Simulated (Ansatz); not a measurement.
Reaction (cleavage of the Si–Si bond): `N[SiH2][SiH](F)[SiH3]` + CH₃OH → `CO[SiH](F)[SiH3]` + `N[SiH3]`

Isolated molecules relaxed with PBE0-D4/def2-TZVP in Ansatz; ΔE leaves out vibrations. CCSD(T)/CBS adds triple-zeta CCSD(T) − MP2 to the extrapolated MP2 energy (def2 sets, frozen cores). This one scheme is used for every species. DFT in def2-TZVPP. One conformer a species, not always the lowest.

```csv
level,ΔE (eV)
r2SCAN-D4,-1.18
MP2/def2-QZVPP,-1.33
```

Problem. What does CCSD(T)/CBS give? (Best estimate.)

Solution. Ansatz gave: -1.24 eV. The listed levels differ from it by 0.06, -0.09 eV.

Largest T1 diagnostic among the species: 0.013.

In def2-TZVPP, CCSD(T) changes the Hartree–Fock value by +0.22 eV (the triples alone add +0.03 eV) and MP2 by +0.14 eV. From PBE to PBE0 (25 % exact exchange), in def2-TZVPP and without D4, ΔE moves by −0.08 eV.
